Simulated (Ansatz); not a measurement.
`C[Se][SiH2]N` + `FC(F)([SiH3])[SiH3]` → `C[Se][SiH2]F` + `NC(F)([SiH3])[SiH3]`  (redistribution)

Calculated with Ansatz (gas phase, PBE0-D4/def2-TZVP geometries, no zero-point term in ΔE). CCSD(T)/CBS adds triple-zeta CCSD(T) − MP2 to the extrapolated MP2 energy (def2 sets, frozen cores). Functionals use def2-TZVPP. For Se outer-core shells are correlated without core-valence functions, which leaves a few kJ/mol of doubt a bond. Scalar relativity is left out up to krypton. Each species was taken in one conformer, which may not be the lowest.

Task: Is it downhill or uphill in electronic energy at CCSD(T)/CBS, and by how much? (Estimate.)

Result: Computed: Downhill: ΔE = -111.5 kJ/mol.

Task: What do these levels give: PBE0-D4, ωB97X-V, ωB97M-V, r2SCAN, HF/def2-TZVPP, CCSD/def2-TZVPP, CCSD(T)/def2-TZVPP, HF/def2-QZVPP, MP2/def2-QZVPP, SCS-MP2/def2-QZVPP, HF/CBS(def2), CCSD/CBS(def2)? (An estimate is asked.)

Result: Ansatz gave: PBE0-D4 -104.7, ωB97X-V -105.3, ωB97M-V -106.2, r2SCAN -105.1, HF/def2-TZVPP -104.5, CCSD/def2-TZVPP -109.6, CCSD(T)/def2-TZVPP -109.9, HF/def2-QZVPP -105.7, MP2/def2-QZVPP -118.6, SCS-MP2/def2-QZVPP -114.9, HF/CBS(def2) -105.8, CCSD/CBS(def2) -111.2 kJ/mol.

Largest T1 diagnostic among the species: 0.013.

From PBE to PBE0 (25 % exact exchange), in def2-TZVPP and without D4, ΔE moves by −3.2 kJ/mol. In def2-TZVPP, CCSD(T) changes the Hartree–Fock value by −5.4 kJ/mol (the triples alone add −0.3 kJ/mol) and MP2 by −12.8 kJ/mol.
